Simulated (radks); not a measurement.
Values are calculated unless marked as measured or tabulated.
Question: Level of theory: scalar-relativistic Kohn-Sham, LB94 model potential, spin-polarised, spherical densities, finite nucleus; Fermi nuclear charge, rms radius of each element as measured or else 0.836 A^(1/3) + 0.57 fm (a radial shooting solver on a logarithmic mesh with Libxc functionals). Response by self-consistent Sternheimer equations with the Hartree and adiabatic LDA kernel, the relativistic mass of each level held fixed and spin-orbit coupling left out. For heavy and open-shell atoms this level of theory can miss by tens of per cent. Rank Cd, Cs7+, Sn2+, Sb3+, In+, Te4+, Xe6+, I5+, Ba8+ (NIST ground configurations) by static dipole polarisability, largest first.

Answer: Cd 34.19, In+ 19.48, Sn2+ 12.87, Sb3+ 9.200, Te4+ 6.910, I5+ 5.372, Xe6+ 4.285, Cs7+ 3.487, Ba8+ 2.883 bohr^3.
